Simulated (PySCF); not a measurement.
Ti(OH)3(SH) (H4O3STi), SMILES [OH][Ti]([SH])([OH])[OH], multiplicity 1. Atoms are numbered in the order given.

```xyz
9

Ti     0.3425     0.1432     0.0478
O      1.2734    -0.2103    -1.4334
H      0.9788    -0.3569    -2.3407
O      1.1509    -0.6631     1.4252
H      1.1415    -0.4086     2.3570
O      0.1178     1.8861     0.3104
H      0.3136     2.6921    -0.1818
S     -1.8086    -0.7005    -0.2048
H     -1.3681    -1.9713    -0.0288
```

Geometry: B3LYP-D3(BJ)/def2-SVP. The spin state was assumed, not searched. The structure was generated by enumeration; whether it is a known compound was not checked. Other conformers were not sampled.

All values below come from PBE0/pcSseg-1 in PySCF.

GIAO shieldings, no solvent; atoms listed in one row are averaged. δ = σ(ref) − σ: ¹⁷O against H2O (σ = 334.2 ppm); ¹H against TMS (σ = 31.56 ppm); ³³S against H2S (σ = 716.7 ppm), references at their B3LYP-D3(BJ)/def2-TZVP geometries, non-relativistic.

```tsv
nucleus	atoms	count	δ (ppm)
¹⁷O	O4	1	376.3
¹⁷O	O6	1	362.1
¹⁷O	O2	1	353.3
¹H	H5	1	8.70
¹H	H7	1	8.17
¹H	H3	1	7.91
¹H	H9	1	4.47
³³S	S8	1	392.1
```
